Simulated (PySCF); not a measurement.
## Ionising SbH

UHF; PySCF, scalar-relativistic core potentials, basis sets Sb def2-SVPD with ECP28, H def2-SVPD. Neutral (UHF): triplet (π ↑↑), Re = 1.708 Å, ωe = 2021 cm⁻¹, De = 1.56 eV, HOMO -8.98 eV, LUMO 0.81 eV.

SbH⁺ (UHF): doublet (π ↑), Re = 1.701 Å, ωe = 2102 cm⁻¹, De = 1.72 eV to Sb⁺ + H. The energies at the minima are -239.83018 hartree for SbH and -239.52012 for SbH⁺.

Task: Work out the adiabatic ionisation energy, without and with harmonic zero-point energies (1 hartree = 27.2114 eV, 1 eV = 8065.5 cm⁻¹), and the change of the bond length.

Result: At UHF: 0.31006 hartree = 8.437 eV between the minima; the zero-point term (2102.0 − 2021.0)/2 cm⁻¹ = +0.005 eV makes it 8.442 eV. Re changes by -0.7 pm against the neutral. The electron leaves a π orbital, which is non-bonding in a hydride.

Spin–orbit coupling is left out, which matters for elements this heavy, above all for dissociation energies. For an ion De counts to the pair picked by the measured ionisation energies or electron affinities, which need not be the lowest pair at this level. Hartree–Fock leaves out correlation, which carries a large part of most bond energies and some tenths to 1 eV of ionisation energies. States were picked by a PBE0 search and need not be the measured ground states.
